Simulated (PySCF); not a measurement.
## Electron correlation in Rh²⁺ (rhodium, charge +2)

[Kr] 4d6 5p1, one real determinant (an excited configuration). Calculation: PySCF 2.14, in def2-TZVPPD with the def2 core potential (28 electrons) (6s4p3d2f1g, 56 functions); a scalar-relativistic core potential. Frozen: nothing; 15 electrons correlated.

```tsv
level	correlation energy (mhartree)
CCSD	-413.63
(T)	-9.73
CCSD(T)	-423.36
```

Diagnostics: T1 = 0.0063, D1 = 0.0289, largest double amplitude 0.053.

**Question.** Is a single reference adequate?

**Answer.** Yes, within this model without spin-orbit coupling: T1 lies below 0.03 and no double amplitude reaches 0.07.

The reference is one real determinant that mixes LS terms of this configuration.

The basis has no tight functions for the innermost shells, so their pair energies are far from complete.

This basis was not built for core-valence correlation, so the inner-shell part is incomplete.
